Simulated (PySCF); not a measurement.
A calculated (B97-3, PySCF 2.14, dyall-av2z, the non-relativistic Hamiltonian (point nucleus)) atom or ion has these occupied shells.

```
shell  electrons  orbital energy (eV)  rms radius, mean of both spins (bohr)
 1s α          1              -2427.8                                  0.113
 1s β          1              -2427.3                                  0.113
 2s α          1              -221.94                                  0.523
 2s β          1              -221.28                                  0.523
 2p α          3              -165.49                                  0.494
 2p β          3              -164.88                                  0.494
 3s α          1              -21.464                                   1.80
 3p α          3               -9.856                                   2.24
 3p β          2               -7.615                                   2.24
```

**Question.** Name the element and its charge.

**Answer.** S (sulfur, neutral), in [Ne] 3s1 3p5, high-spin 3P determinant (an excited configuration).
